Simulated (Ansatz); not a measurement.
A nudged elastic band was laid between two geometries of H9SiW (11 atoms, charge 0, multiplicity 2).

These are results of UKS r2SCAN/def2-SVP (Ansatz 0.2.0), not measurements.

```yaml
movable_images: 7
climbing_image: yes
spring: 5.0 eV/Å²
optimiser: quadratic models (default)
start_path: through a guess of the saddle point
force_threshold: 0.03 eV/Å
iteration_limit: 60
end_points: relaxed
```

Initial state:

```xyz
11
Properties=species:S:1:pos:R:3
W -0.062 0.078 0.133
H 0.687 -0.781 1.463
H 1.575 0.284 0.448
H 0.282 1.221 1.372
H -1.248 -0.127 1.368
H -0.484 -1.520 0.439
H -0.185 0.269 -1.653
Si -0.120 0.121 2.838
H -0.595 -1.164 3.444
H 1.210 0.438 3.449
H -1.060 1.180 3.333
```

Final state:

```xyz
11
Properties=species:S:1:pos:R:3
W -0.050 0.051 -0.222
H 0.009 -0.009 1.841
H 1.470 0.126 0.517
H -0.109 1.527 0.603
H -1.528 -0.068 0.597
H 0.082 -1.470 0.510
H -0.099 0.102 -1.968
Si 0.047 -0.055 3.347
H -0.629 -1.307 3.783
H 1.475 -0.044 3.766
H -0.669 1.146 3.857
```

Problem. Which bonds break or form, and what moves?

Solution. Bonds broken: W1–Si8.

Problem. What energy profile does the band end with?

Solution. The forces met the threshold. The highest image is number 8 of 0 to 8, 6.4 kcal/mol above the first end and 0.0 kcal/mol above the last; the last end lies 6.4 kcal/mol above the first. The highest image is an end point: on this band no image between the ends rises above it. A vibrational analysis next to that end finds imaginary modes (357i, 351i, 216i, 216i cm⁻¹), so it isn't a minimum. Between wells the path still climbs a hump at image 2, 0.07 eV above the well before it.

| image | path coordinate (Å) | energy (kcal/mol) | W1–Si8 (Å) |
| --- | --- | --- | --- |
| 0 | 0.00 | 0.0 | 2.71 |
| 1 | 0.53 | 1.1 | 2.78 |
| 2 | 1.05 | 1.5 | 2.94 |
| 3 | 1.58 | 0.5 | 3.10 |
| 4 | 2.11 | 0.8 | 3.31 |
| 5 | 2.64 | 1.9 | 3.48 |
| 6 | 3.16 | 4.4 | 3.56 |
| 7 | 3.69 | 6.4 | 3.57 |
| 8 | 3.71 | 6.4 | 3.57 |

Time of the run: 11 min on 4 threads of Arm Neoverse V2, on a shared host, peak memory 0.33 GiB.
